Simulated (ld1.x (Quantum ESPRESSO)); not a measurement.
**Ranking TM potentials for Bi**

All share these settings but for the change named:

ld1.x (Quantum ESPRESSO) 7.5 input, shortened:

```
&input
   title='Bi', zed=83., rel=1, dft='PBE', iswitch=3,
   config='[Xe] 4f14 5d10 6s2 6p2.5'
 /
 &inputp
   pseudotype=2, tm=.true., lloc=-1, rcloc=2.60,
   nlcc=.true.
 /
3
6S  1  0   2.00   0.00  1.95  1.95  0.0
6P  2  1   2.50   0.00  2.60  2.60  0.0
5D  3  2  10.00   0.00  1.05  1.05  0.0
 &test
   configts(1)='5d10 6s2 6p2.5'
 /
```

Cutoff: the first of the cutoffs (Ry, on a coarse ladder) from which the occupation-weighted sum of valence levels, in a spherical-Bessel basis at the reference potential, stays within 10 and 1 mRy of its value at 400 Ry; the density cutoff is not measured.

The base gives 80 Ry.

Of 8 variants that were run, those that failed, showed a ghost or another fault, or gave nearly equal values are left out.

A variant can come out equal or close to the base.

**Question.** Rank these variants from softest to hardest (loose cutoff).
A. all radii but the core radius scaled by about 1.33 (s 2.60, p 3.46, d 1.40 bohr); local potential all-electron potential smoothed inside 3.46 bohr (lloc = -1)
B. all radii but the core radius scaled by about 0.88 (s 1.72, p 2.28, d 0.92 bohr); local potential all-electron potential smoothed inside 2.28 bohr (lloc = -1)
C. all radii but the core radius scaled by about 1.25 (s 2.44, p 3.26, d 1.32 bohr); local potential all-electron potential smoothed inside 3.26 bohr (lloc = -1)

**Answer.** A (55 Ry), C (80 Ry), B (260 Ry).
